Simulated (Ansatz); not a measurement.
Relaxed structures of ZnBHS, singlet (PBE0-D4/def2-TZVP; forces vanish, vibrations not checked; lower isomers may exist, and structures with a doubtful reference or unclear bonds are left out; Å). Ansatz 0.2.0; basis: def2-TZVPP; cores frozen in the correlated methods. The 3s and 3p shells of Cu and Zn are frozen; filled d shells are correlated.

Rank them by CCSD(T) energy, lowest first, and give each one's height above the lowest. Links in brackets join atoms within 1.22 times the sum of their covalent radii (1.1 for two metals). (To be estimated.)
A.
a complex of BHS ([BH][S]) + Zn
```
4
angstrom
S -2.3489 1.0288 -0.3066
B -1.3907 0.4819 0.8532
Zn 1.3862 -0.4755 -0.8825
H -0.7267 0.0927 1.7408
```
B.
ZnBHS ([SH][B][Zn])
```
4
angstrom
S -2.5467 1.3213 0.4749
B -0.7835 1.0047 0.6784
Zn 0.1402 -0.6617 -0.5504
H -2.9196 0.4083 -0.4403
```
C.
ZnBHS ([S][B][ZnH])
```
4
angstrom
S -2.4062 0.9892 0.2178
B -0.9226 0.3794 0.0836
Zn 0.9542 -0.3922 -0.0863
H 2.3747 -0.9763 -0.2151
```

The calculation gives: A (0.000 eV), C (0.088 eV), B (2.527 eV). Heights count from the lowest.

T1 diagnostic: at most 0.022. The restricted Hartree–Fock reference is unstable towards an unrestricted one at one or more of these structures. A large double-excitation amplitude points to some diradical character; no triplet was computed.

For scale, one of the runs: CCSD(T)/def2-TZVPP, 151 basis functions, launched by `ansatz run in.yaml --threads 2 --pin off --events-out ev --progress --plain --max-ram 4352MiB`. Hardware: 2 CPU threads of an Arm Neoverse V2, shared host. Wall time 21 s; peak host memory 0.91 GiB.
